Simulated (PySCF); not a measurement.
# IH₅: fields on a plane

Level of theory: r2SCAN/[I def2-TZVP with ECP28, H def2-TZVP], scalar-relativistic core potentials, density fitting, no spin–orbit coupling, PySCF.

The singlet minimum has I–H 1.651 Å, I–H 1.827 Å (×4); H–I–H 81.9° (×4), H–I–H 88.9° (×4), H–I–H 163.9° (×2).

The plane holds I1 at (0.00, 0.00), H2 at (1.65, 0.00), H3 at (0.26, 1.81), H5 at (0.26, -1.81) Å. Columns run from x = -1.95 to 4.05 Å, rows from y = 4.05 (top) to -3.75 Å, in steps of 0.3 Å. Other isomers or separated fragments may lie lower. Core electrons replaced by a potential are absent, the electrostatic potential uses the reduced nuclear charge, and values within about 0.7 Å of such atoms have no physical meaning.

Problem. Give the electron localisation function (set to 0 where the density is under 0.005 e/Å³). Lower edges of the bins: '0' 0.000, '1' 0.100, '2' 0.200, '3' 0.300, '4' 0.400, '5' 0.500, '6' 0.600, '7' 0.700, '8' 0.800, '9' 0.900; top 1.00.

Solution. 
```
000000000000000000000
000000000000000000000
000000066000000000000
000008999980000000000
000089999998000000000
000699999999600000000
000599999999500000000
000289999998200000000
000148999993000000000
000136899840000000000
123455566521123200000
467863222446899850000
789843773279999980000
889827227289999990000
889827227289999990000
789843773279999980000
467863222446899850000
123455566521123200000
000136899840000000000
000148999993000000000
000289999998200000000
000599999999500000000
000699999999600000000
000089999998000000000
000008999980000000000
000000066000000000000
000000000000000000000
```

Problem. Give the electrostatic potential (V) (cut at 20 V). Every second row and column.

Solution. 
```
 0.0 -0.1 -0.2 -0.2 -0.2 -0.2 -0.1 -0.1  0.0  0.0  0.0
 0.0 -0.1 -0.2 -0.3 -0.4 -0.3 -0.2 -0.1  0.0  0.0  0.0
 0.1 -0.1 -0.2  0.0  0.0 -0.2 -0.2  0.0  0.0  0.1  0.1
 0.2  0.2  0.3  4.1  7.8  0.7  0.0  0.1  0.1  0.1  0.1
 0.6  0.9  1.6 10.7 20.0  1.9  0.5  0.4  0.3  0.2  0.2
 1.0  2.5  7.7 16.5 13.1  4.6  2.0  1.2  0.7  0.4  0.2
 1.2  4.8 20.0 20.0 20.0 14.0 11.6  3.7  1.1  0.5  0.3
 1.2  5.6 20.0 20.0 20.0 18.9 20.0  5.9  1.3  0.5  0.3
 1.1  3.6 16.3 20.0 20.0  8.6  4.1  2.1  0.9  0.5  0.3
 0.8  1.5  3.5  8.3 10.2  2.5  1.1  0.7  0.5  0.3  0.2
 0.4  0.4  0.8 10.3 20.0  1.4  0.2  0.2  0.2  0.2  0.1
 0.1  0.0  0.0  1.0  1.6  0.1 -0.1  0.0  0.1  0.1  0.1
 0.0 -0.1 -0.2 -0.3 -0.3 -0.3 -0.2 -0.1  0.0  0.0  0.0
 0.0 -0.1 -0.2 -0.3 -0.3 -0.3 -0.2 -0.1  0.0  0.0  0.0
```
